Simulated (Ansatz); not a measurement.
System: BeH₂, charge 0, singlet. BeH2 (SMILES [BeH2]).
B3LYP-D3(BJ)/def2-TZVP minimum from Ansatz (a program for electronic structure):
```xyz
3

Be     0.0000     0.0000     0.0000
H      0.0000     0.0000     1.3301
H      0.0000     0.0000    -1.3301
```

Total energies in hartree (Ansatz). UHF or UKS for unpaired electrons; spin-orbit terms are left out. Cores are frozen in correlated methods. No relativity. Full CI freezes restricted core orbitals, also for open shells. For partners of very few electrons the exact lower level stands in for a higher one. The restricted determinant of Be ([Be], singlet) is unstable towards broken spin symmetry in at least one set run.

```tsv
species	HF/def2-TZVPP	CCSD(T)/def2-TZVPP	HF/def2-QZVPP	CCSD(T)/def2-QZVPP	FCI/def2-QZVPP
1: BeH2 (SMILES [BeH2])	-15.77007	-15.84428	-15.77283	-15.85139	-15.85158
2: Be (singlet)	-14.57258	-14.61767	-14.57300	-14.61856	-14.61856
3: H (doublet)	-0.49981	-0.49981	-0.49998	-0.49998	-0.49998
```

Problem. Work out the atomisation energy (electronic, to ground-state atoms) in kcal/mol: take Hartree-Fock from def2-QZVPP, extrapolate the CCSD(T) correlation energy as X^-3 (X = 3, 4), and add FCI - CCSD(T) in def2-QZVPP. 1 hartree = 627.51 kcal/mol.

Solution. 
Species 1: correlation (64·(-0.07856) - 27·(-0.07421))/37 = -0.08173; step -0.00019; E1 = -15.77283 + (-0.08173) + (-0.00019) = -15.85475
Species 2: correlation (64·(-0.04556) - 27·(-0.04509))/37 = -0.04590; step +0.00000; E2 = -14.57300 + (-0.04590) + (+0.00000) = -14.61890
Species 3: correlation (64·(0.00000) - 27·(0.00000))/37 = 0.00000; step +0.00000; E3 = -0.49998 + (0.00000) + (+0.00000) = -0.49998
-1·E1 +1·E2 +2·E3 = 0.23589 hartree = 148.0 kcal/mol.
